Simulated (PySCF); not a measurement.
ClH5Si2, SMILES [SiH3][SiH2]Cl. Geometry: B3LYP-D3(BJ)/def2-SVP.

Question: Give the equilibrium geometry at B3LYP-D3(BJ)/def2-SVP (PySCF confirms it by a frequency run) as a Z-matrix. (An estimate is asked for; the answer gives what the named calculation found.)

Answer: 
```
Si
H 1 1.4899
H 1 1.4899 2 108.77
Cl 1 2.0914 2 108.41 3 -117.70
Si 1 2.3469 2 111.93 3 124.20
H 5 1.4910 1 109.25 2 178.23
H 5 1.4910 6 109.40 1 119.57
H 5 1.4935 6 109.31 7 119.66
```
